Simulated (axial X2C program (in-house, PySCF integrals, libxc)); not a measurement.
Bond lengths and stretching modes, held linear, of OTiO⁺

Computed with an in-house all-electron X2C program for linear molecules (integrals from PySCF): two-component X2C with atomic mean-field Coulomb and Gaunt terms, Gaussian nuclei, basis O dyall-av3z, Ti dyall-v3z with contracted cores. Spin-free rows use the one-electron spin-free X2C Hamiltonian.

Masses O 15.995, Ti 47.948, O 15.995 u. States: 2c Ω = 1/2 (beyond evenly filled blocks: ω = 1/2); spin-free M_S = 1/2, Λ = 0 (beyond evenly filled blocks: σα).

TPSSh, 2c: energies above the lowest point

| r(O–Ti) (Å) | r(Ti–O) (Å) | E (meV) |
| --- | --- | --- |
| 1.6078 | 1.6078 | 142.03 |
| 1.6078 | 1.6490 | 57.20 |
| 1.6078 | 1.6902 | 28.51 |
| 1.6490 | 1.6078 | 57.20 |
| 1.6490 | 1.6490 | 1.27 |
| 1.6490 | 1.6902 | 0.00 |
| 1.6490 | 1.7315 | 40.48 |
| 1.6902 | 1.6078 | 28.51 |
| 1.6902 | 1.6490 | 0.00 |
| 1.6902 | 1.6902 | 25.89 |
| 1.7315 | 1.6490 | 40.48 |
| 1.7315 | 1.7315 | 184.28 |

Fit a quadratic surface with cubic terms in each bond: where is the minimum, and what are the two stretching wavenumbers?

At TPSSh, 2c: bonds 1.663 and 1.663 Å; harmonic stretches 621.6 and 877.1 cm⁻¹; force constants 4.72, 4.72 and coupling 2.53 mdyn/Å.

The other levels and Hamiltonians give:

| Hamiltonian | level | r(O–Ti) (Å) | r(Ti–O) (Å) | lower stretch (cm⁻¹) | upper stretch (cm⁻¹) |
| --- | --- | --- | --- | --- | --- |
| 2c | PBE0 | 1.648 | 1.648 | 422.6 | 896.9 |
| spin-free | PBE0 | 1.648 | 1.648 | 422.0 | 897.0 |
| spin-free | TPSSh | 1.663 | 1.663 | 621.4 | 877.1 |

Each state is one determinant, the lowest of a limited PBE0 search; the stretches come from a fit to these few points and carry an uncertainty of a few per cent. Other orders of the atoms were not compared. Left out for rough or failed fits: HF 2c, MP2 2c, HF spin-free, MP2 spin-free. The levels spread by more than a fifth, so the stretches depend strongly on the method. The molecule was held linear; bending was not examined, so a bent shape may lie lower.
